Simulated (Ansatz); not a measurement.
Ansatz (an electronic-structure program) input (CCSD(T,core; 1s of Na to Cl frozen)/cc-pwCVTZ):
A basis named .json is the Basis Set Exchange file of that set.

Ansatz 0.2 input:
```yaml
crystal:
  periodic: [false, false, false]
  atoms:
    - {symbol: C, position_ang: [2.32745998, 0.39793395, -0.38033625]}
    - {symbol: O, position_ang: [1.17419557, -0.39889364, -0.30095419]}
    - {symbol: Al, position_ang: [-0.45837062, -0.11534425, 0.07157025]}
    - {symbol: C, position_ang: [-1.05269964, 1.69941599, 0.49936877]}
    - {symbol: C, position_ang: [-1.63741917, -1.66713217, 0.02774473]}
    - {symbol: H, position_ang: [2.74770511, 0.35257207, -1.38976415]}
    - {symbol: H, position_ang: [3.08711309, 0.03114032, 0.31678636]}
    - {symbol: H, position_ang: [2.12933374, 1.45036068, -0.14319097]}
    - {symbol: H, position_ang: [-1.78066962, 1.70062257, 1.31532209]}
    - {symbol: H, position_ang: [-0.23109382, 2.36130254, 0.78182049]}
    - {symbol: H, position_ang: [-1.55153356, 2.15481316, -0.36256246]}
    - {symbol: H, position_ang: [-2.51853207, -1.48254560, -0.59384366]}
    - {symbol: H, position_ang: [-2.01019291, -1.90499611, 1.02899844]}
    - {symbol: H, position_ang: [-1.13092340, -2.55395191, -0.35700948]}
basis:
  gaussian:
    orbitals: cc-pwCVTZ.json
magnetization: {spin_polarized: false}
correlation: {method: ccsd_t, frozen_orbitals: {Al: 1, C: 0, H: 0, O: 0}}
```

End of the output:

```
integrals: 4.31 GiB planned
2039 factors; integrals over basis functions are off by at most 8.7e-4 eV
2.32 GiB of device memory are held for the factors and their scratch space
mean field: 2.05 GiB planned
mean field evaluation 1: about -11852.8836 eV, gradient 4.7e1 eV
mean field evaluation 2: about -11853.0906 eV, gradient 4.7e1 eV
mean field evaluation 4: about -11857.8323 eV, gradient 5.1e0 eV
mean field evaluation 8: about -11857.9160 eV, gradient 2.6e-1 eV
mean field evaluation 16: about -11857.9165 eV, gradient 1.3e-6 eV
mean field -11857.91649013 eV, -435.7703934278 hartree, gradient 1.3e-6 eV, S^2 0.000000; 0 other end points of the search recorded, 0 dependent functions left out
1 core orbitals not correlated
reference -11857.91649013 eV, -435.7703934278 hartree; 23, 23 occupied and 333, 333 virtual orbitals, 2039 factors
second order -35.47413660 eV of doubles, -0.00000000 eV of singles
coupled cluster: 31.92 GiB planned
cycle   1  -36.25805317 eV  change   -7.8e-1 eV  update   1.0e-1
cycle   2  -36.88371701 eV  change   -6.3e-1 eV  update   2.9e-2
cycle   3  -37.01275025 eV  change   -1.3e-1 eV  update   1.6e-2
cycle   4  -37.00146775 eV  change    1.1e-2 eV  update   4.0e-3
cycle   5  -36.99943962 eV  change    2.0e-3 eV  update   2.1e-3
cycle   6  -37.00040354 eV  change   -9.6e-4 eV  update   6.5e-4
cycle   7  -37.00020218 eV  change    2.0e-4 eV  update   2.7e-4
cycle   8  -37.00009140 eV  change    1.1e-4 eV  update   7.4e-5
cycle   9  -37.00011200 eV  change   -2.1e-5 eV  update   2.5e-5
perturbative correction -1.05504160 eV, -0.0387720637 hartree
Total energy: -11895.97164373 eV, -437.1688945279 hartree
```
